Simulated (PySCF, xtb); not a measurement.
AsF₃H₂Si, SMILES F[Si](F)(F)[AsH2].

Harmonic wavenumbers (cm⁻¹) from GFN2-xTB (xtb 6.7.1) at its own minimum, in rising order: 54, 112, 113, 217, 222, 223, 422, 669, 689, 840, 888, 890, 998, 1921, 1926.

Task: What does B3LYP-D3(BJ)/def2-SVP (PySCF 2.14.0) give at its own minimum? (An estimate is asked for; the answer gives what the named calculation found.)

Result: 87, 143, 148, 237, 300, 300, 460, 617, 657, 843, 964, 973, 992, 2182, 2194. Paired by order, the mean absolute difference is 73 cm⁻¹ and the zero-point energies are 14.6 and 15.9 kcal/mol.
